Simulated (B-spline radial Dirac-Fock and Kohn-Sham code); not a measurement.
Form factor and incoherent scattering function of Sn⁴⁰⁺

System: the Sn⁴⁰⁺ ion in the configuration [He] 2s2 2p6.

Model: relativistic Hartree-Fock (Dirac-Fock) wave functions, averaged over the configuration. Program: a radial B-spline solver. f₀ is the Fourier transform of the spherical electron density, S the Waller-Hartree incoherent function, and s = sin θ/λ.

| s (Å⁻¹) | f₀ | S |
| --- | --- | --- |
| 0 | 10.000 | 0.000 |
| 0.04 | 9.999 | 0.002 |
| 0.05 | 9.998 | 0.003 |
| 0.06 | 9.997 | 0.004 |
| 0.08 | 9.994 | 0.007 |
| 0.09 | 9.993 | 0.008 |
| 0.12 | 9.987 | 0.015 |
| 0.14 | 9.983 | 0.020 |
| 0.18 | 9.971 | 0.033 |
| 0.22 | 9.957 | 0.050 |
| 0.27 | 9.935 | 0.075 |
| 0.33 | 9.904 | 0.111 |
| 0.41 | 9.852 | 0.171 |
| 0.51 | 9.772 | 0.263 |
| 0.62 | 9.665 | 0.385 |
| 0.77 | 9.490 | 0.584 |
| 0.95 | 9.238 | 0.868 |
| 1.17 | 8.876 | 1.271 |
| 1.45 | 8.344 | 1.851 |
| 1.78 | 7.647 | 2.590 |
| 2.2 | 6.711 | 3.546 |
| 2.71 | 5.594 | 4.635 |
| 3.34 | 4.368 | 5.766 |

f₀ starts at the number of electrons, 10, and has fallen to half at s ≈ 3.02 Å⁻¹. The sum of ⟨r²⟩ over the electrons is 0.1208 bohr².

Values without a named source are computed, but for edge energies of neutral atoms, which are taken from tables.
